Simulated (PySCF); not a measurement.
Al(OH) (AlHO), SMILES [Al][OH] (connectivity only; charge and spin as stated), neutral, multiplicity 1. Atoms are numbered in the order given.

```xyz
3

Al     0.0000     0.0000     0.7315
O      0.0000     0.0000    -0.9507
H      0.0000     0.0000    -1.9043
```

Coordinates come from a B3LYP-D3(BJ)/def2-TZVPD optimisation.

Computed with TDA-LC-ωPBE/def2-TZVPD run with PySCF.

Vertical excitations; the highest root listed may be one member of a degenerate set. The molecule is in vacuum. State labels are in the subgroup C2v.

Task: List the lowest excited states. (Estimate from the structure and the level; the computed values follow.)

Result: 
```json
[
 {"state": "S1", "symmetry": "B1", "energy (eV)": "5.61", "λ (nm)": "221", "f": "0.554", "main pairs": "HOMO→LUMO (degenerate set)"},
 {"state": "S2", "symmetry": "B2", "energy (eV)": "5.61", "λ (nm)": "221", "f": "0.554", "main pairs": "HOMO→LUMO+1 (degenerate set)"},
 {"state": "S3", "symmetry": "A1", "energy (eV)": "6.59", "λ (nm)": "188", "f": "0.465", "main pairs": "HOMO→LUMO+2 44 %, HOMO→LUMO+3 36 %, HOMO→LUMO+4 15 %"},
 {"state": "S4", "symmetry": "A1", "energy (eV)": "7.04", "λ (nm)": "176", "f": "0.058", "main pairs": "HOMO→LUMO+3 56 %, HOMO→LUMO+2 42 %"},
 {"state": "S5", "symmetry": "A2", "energy (eV)": "7.64", "λ (nm)": "162", "f": "0.000", "main pairs": "HOMO−2→LUMO+1 46 %, HOMO−1→LUMO 46 %"},
 {"state": "S6", "symmetry": "A2", "energy (eV)": "7.69", "λ (nm)": "161", "f": "0.000", "main pairs": "HOMO−1→LUMO, HOMO−2→LUMO+1 (degenerate set)"},
 {"state": "S7", "symmetry": "A1", "energy (eV)": "7.69", "λ (nm)": "161", "f": "0.000", "main pairs": "HOMO−2→LUMO, HOMO−1→LUMO+1 (degenerate set)"},
 {"state": "S8", "symmetry": "A1", "energy (eV)": "7.96", "λ (nm)": "156", "f": "0.000", "main pairs": "HOMO→LUMO+5 (degenerate set)"},
 {"state": "S9", "symmetry": "A2", "energy (eV)": "7.96", "λ (nm)": "156", "f": "0.000", "main pairs": "HOMO→LUMO+6 (degenerate set)"},
 {"state": "S10", "symmetry": "A1", "energy (eV)": "7.98", "λ (nm)": "155", "f": "0.001", "main pairs": "HOMO→LUMO+4 81 %"},
 {"state": "T1", "symmetry": "B2", "energy (eV)": "2.94", "λ (nm)": "421", "f": "0", "main pairs": "HOMO→LUMO+1 (degenerate set)"},
 {"state": "T2", "symmetry": "B1", "energy (eV)": "2.94", "λ (nm)": "421", "f": "0", "main pairs": "HOMO→LUMO (degenerate set)"},
 {"state": "T3", "symmetry": "A1", "energy (eV)": "5.22", "λ (nm)": "238", "f": "0", "main pairs": "HOMO→LUMO+2 31 %, HOMO→LUMO+3 26 %, HOMO→LUMO+4 24 %, HOMO→LUMO+11 12 %"},
 {"state": "T4", "symmetry": "A1", "energy (eV)": "6.48", "λ (nm)": "191", "f": "0", "main pairs": "HOMO→LUMO+3 56 %, HOMO→LUMO+2 37 %"}
]
```
Triplets are in the Tamm–Dancoff approximation.
